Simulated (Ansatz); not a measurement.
Geometry optimisation, RKS LDA/6-31G* (Ansatz).

input.yaml

```yaml
crystal:
  periodic: [false, false, false]
  atoms:
    - { symbol: Si, position_ang: [-0.495494, -0.085189, -0.592429] }
    - { symbol: Cl, position_ang: [0.199049, 0.965536, 2.49656] }
    - { symbol: Si, position_ang: [1.823745, -0.22859, -0.495358] }
    - { symbol: H, position_ang: [2.286465, -1.607961, -0.115629] }
    - { symbol: H, position_ang: [2.300011, 0.05153, -1.896778] }
    - { symbol: H, position_ang: [2.456106, 0.773581, 0.422445] }
    - { symbol: Si, position_ang: [-1.174905, 2.126085, -0.852458] }
    - { symbol: H, position_ang: [-2.621048, 2.212786, -1.262042] }
    - { symbol: H, position_ang: [-0.970033, 2.972193, 0.368253] }
    - { symbol: H, position_ang: [-0.34931, 2.691263, -1.978255] }
    - { symbol: H, position_ang: [-0.860487, -0.75355, -1.904997] }
    - { symbol: O, position_ang: [-1.30952, -0.950607, 0.602915] }
    - { symbol: H, position_ang: [-2.008087, -1.54376, 0.264427] }
    - { symbol: H, position_ang: [-0.743392, 0.012983, 2.495745] }
basis:
  gaussian: { orbitals: "6-31G*" }
hamiltonian:
  xc: lda
relax:
  f_tol: 0.03
  max_steps: 50
```

Launched with:

```bash
$ ansatz run input.yaml --threads 4 --pin off --max-ram 5120MiB --backend cpu --events-out ev --progress --plain --runs-dir out
```

Q: Where does it end, and by what steps?

A: The run converged. The force dipped under the threshold on the way, but the program's further checks kept it going. After 18 steps the energy has fallen by 0.305 eV; H13 moved furthest, 0.83 Å.

| step | energy less start (eV) | largest force component (eV/Å) | accepted |
| --- | --- | --- | --- |
| 0 | 0.0000 | 0.570 | yes |
| 1 | -0.0951 | 0.701 | yes |
| 2 | -0.1789 | 0.352 | yes |
| 3 | -0.1884 | 1.767 | yes |
| 4 | -0.2403 | 0.299 | yes |
| 5 | -0.0610 | 1.840 | no |
| 6 | -0.2689 | 0.182 | yes |
| 7 | -0.2802 | 0.504 | yes |
| 8 | -0.2873 | 0.431 | yes |
| 9 | -0.2962 | 0.235 | yes |
| 10 | -0.2998 | 0.049 | yes |
| 11 | -0.2992 | 0.085 | no |
| 12 | -0.3009 | 0.024 | yes |
| 13 | -0.3018 | 0.099 | yes |
| 14 | -0.3027 | 0.106 | yes |
| 15 | -0.3041 | 0.065 | yes |
| 16 | -0.3047 | 0.063 | yes |
| 17 | -0.3051 | 0.038 | yes |
| 18 | -0.3053 | 0.019 | yes |

```xyz
14
Properties=species:S:1:pos:R:3
Si -0.454 -0.057 -0.782
Cl 0.292 0.313 2.744
Si 1.841 -0.169 -0.396
H 2.175 -1.432 0.342
H 2.498 -0.212 -1.751
H 2.336 1.032 0.349
Si -1.240 2.130 -0.943
H -2.742 2.159 -1.039
H -0.822 2.916 0.264
H -0.675 2.772 -2.178
H -0.822 -0.828 -2.023
O -1.191 -0.862 0.544
H -2.168 -0.797 0.591
H -0.495 -0.330 1.829
```

Time of the run: 20 s on 4 threads of Arm Neoverse V2 (shared host), peak memory 0.17 GiB.
